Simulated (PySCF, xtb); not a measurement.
C2H4N2OSi, SMILES C1=N[SiH](N=C1)O.

xtb 6.7.1 with GFN2-xTB at its own geometry gives an orbital gap of 1.75 eV and a dipole moment of 2.03 D.

Geometry optimised at B3LYP-D3(BJ)/def2-SVP. The structure was generated by enumeration, and PubChem lists no compound with its InChIKey, so it may never have been made. One conformer was computed; it need not be the lowest.

What does M06-2X/def2-TZVP (PySCF) give? (An estimate is asked for; the answer gives what the named calculation found.)

gap 7.54 eV (levels -9.07 and -1.53 eV), dipole 2.37 D.
